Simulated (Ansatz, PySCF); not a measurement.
Energy difference R1 + R2 + R3 → 2 P1 + P2, each structure at its B3LYP-D3(BJ)/def2-TZVP stationary point, reached from a drawn start (curvature not checked).
P1: H2 (SMILES [H][H]), charge 0, multiplicity 1.
R1, HCl (SMILES Cl) (charge 0, multiplicity 1):
```xyz
2

Cl     0.000     0.000     0.641
H      0.000     0.000    -0.641
```
R2: HF (SMILES F), charge 0, multiplicity 1.
R3: SiH4 (SMILES [SiH4]), charge 0, multiplicity 1.
P2: ClFH2Si (SMILES F[SiH2]Cl), charge 0, multiplicity 1.

P less R. No zero-point or thermal terms.

Frozen-core correlation throughout.

Run with Ansatz (a quantum-chemistry and plane-wave program) with Gaussian orbitals; PySCF for the D3/D4 terms. No computed number here is a measurement.

### Question
What is the computed reaction energy (r2SCAN-D4/def2-TZVPP)?

### Answer
-48.3 kcal/mol

### Question
Give the reaction energy at the level CCSD(T)/cc-pV(Q+d)Z.

### Answer
-46.2 kcal/mol

### Question
Estimate the reaction energy that PBE/def2-TZVPP returns for this input.

### Answer
-43.1 kcal/mol
